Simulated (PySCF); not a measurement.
C4H10B, SMILES CC[B]CC (connectivity only; charge and spin as stated), charge +1, multiplicity 1.

Geometry: PBE0-D3(BJ)/def2-SVP. The spin state was assumed, not searched. The isomer is the one that the SMILES or the coordinates give; other isomers of the formula were not compared. Other conformers were not sampled.

Calculation: r2SCAN/def2-TZVP (PySCF).

Symmetry labels are those of the subgroup C2h that the program uses (full group C2h).

Computed valence orbital energies around the gap with their symmetry:
| orbital | symmetry | energy (eV) |
|---|---|---|
| HOMO−7 | Bg | -16.50 |
| HOMO−6 | Bu | -16.47 |
| HOMO−5 | Bu | -15.18 |
| HOMO−4 | Ag | -14.93 |
| HOMO−3 | Au | -14.05 |
| HOMO−2 | Ag | -13.98 |
| HOMO−1 | Bg | -13.87 |
| HOMO | Bu | -13.54 |
| LUMO | Bu | -7.77 |
| LUMO+1 | Au | -7.49 |
| LUMO+2 | Ag | -4.21 |
| LUMO+3 | Bu | -2.38 |
